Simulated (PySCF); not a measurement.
Compound: cycloheptanemethylamine, C₈H₁₇N.
Cartesian coordinates in Å at the GFN2-xTB level; atoms count from 1:
```xyz
26
C8H17N angstrom
N      3.2552    0.5361   -0.2969
C      2.3491   -0.4798    0.2166
C      0.9116   -0.1984   -0.2393
C     -0.0164   -1.3360    0.1961
C     -1.3516   -1.3303   -0.5512
C     -2.4562   -0.5012    0.1091
C     -2.0049    0.8270    0.7226
C     -0.9467    1.5816   -0.0841
C      0.4790    1.1716    0.2820
H      3.2607    0.5110   -1.3117
H      4.2018    0.3584    0.0203
H      2.3973   -0.4427    1.3088
H      2.6311   -1.5010   -0.0962
H      0.9144   -0.1651   -1.3360
H      0.4904   -2.2828   -0.0114
H     -0.1853   -1.2899    1.2724
H     -1.1778   -0.9685   -1.5667
H     -1.7184   -2.3560   -0.6411
H     -2.9240   -1.0944    0.8987
H     -3.2242   -0.3073   -0.6436
H     -2.8905    1.4570    0.8383
H     -1.6097    0.6504    1.7248
H     -1.0484    2.6490    0.1276
H     -1.1190    1.4446   -1.1526
H      0.5796    1.1827    1.3702
H      1.1818    1.9067   -0.1135
```

Probes without a nucleus sit at each ring's centroid and 1 Å off its mean plane on both sides; NICS is minus the shielding there, NICSzz its component along the normal. Level: GIAO PBE0/pcSseg-1 (PySCF, non-relativistic, gas phase) on the GFN2-xTB geometry, one conformer.

Ring bond lengths (Å), with Mayer bond orders in brackets: C3–C4 1.531 (1.01), C4–C5 1.530 (1.03), C5–C6 1.531 (1.04), C6–C7 1.531 (1.04), C7–C8 1.530 (1.02), C8–C9 1.528 (1.05), C9–C3 1.528 (0.99).

Give the NICS values of each ring in ppm.

```tsv
ring	type	NICS(0)	NICS(1), two faces	NICS(1)zz, two faces	rms pucker (Å)	centre to ring atoms, mean (Å)
C3–C4–C5–C6–C7–C8–C9	7-membered carbocycle; formal bonds all single	-2.4	-2.3 / -2.3	3.7 / 3.5	0.32	1.65
```

What do they say, and how far can they be read as aromaticity?

- C3–C4–C5–C6–C7–C8–C9: mean NICS(1)zz 3.6 ppm, deshielded. C3, C4, C5, C6, C7, C8, C9 have four or more neighbours, so the value isn't read as a sign of a π ring current.

Give the inner angles of the rings and the Hirshfeld charges of the ring atoms.

- C3–C4–C5–C6–C7–C8–C9: C3 113.4° (-0.024 e), C4 112.8° (-0.069 e), C5 114.9° (-0.068 e), C6 115.5° (-0.069 e), C7 114.9° (-0.069 e), C8 112.7° (-0.069 e), C9 115.0° (-0.074 e); sum 799.2° against 900° for a flat convex ring.
